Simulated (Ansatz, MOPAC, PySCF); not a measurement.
Two rigid molecules brought together: AlCl3 ··· H4OSi (SMILES [Cl][Al]([Cl])[Cl] and O[SiH3]). Monomers: optimised at B3LYP-D3(BJ) (def2-TZVP), held rigid. Orientation: lowest of the rigid-body minima from ten starts at GFN2-xTB (searched outside a hard wall at short contacts). The monomers approach along the line of their centres of mass (distance R); nothing else relaxes. The shortest distances reach bonding range, where SAPT0 and rigid monomers are unreliable. The table gives interaction energies.

```tsv
R / Å	A	B	C
2.82	-97.23	-38.03	-55.93
2.98	-104.23	-58.12	-71.98
3.19	-81.29	-60.96	-71.00
3.35	-59.29	-55.71	-63.87
3.62	-31.72	-43.40	-49.63
3.86	-18.67	-33.29	-38.47
4.23	-9.46	-21.62	-25.74
4.72	-4.05	-12.21	-15.52
5.38	-1.35	-5.88	-7.90
6.37	-0.42	-2.25	-2.37
7.68	-0.14	-0.79	-0.62
```

Energies in kJ/mol.

Task: Assign the columns to these levels of theory: MP2 on RHF/aug-cc-pVDZ, frozen core, counterpoise-corrected run with Ansatz (an electronic-structure program); MOPAC 23.2.5 with PM6, restricted, heats of formation; restricted B3LYP/6-31G*, spherical d, no counterpoise correction in PySCF.

Result: A is PM6; B is MP2/aug-cc-pVDZ; C is RKS-B3LYP/6-31G*.
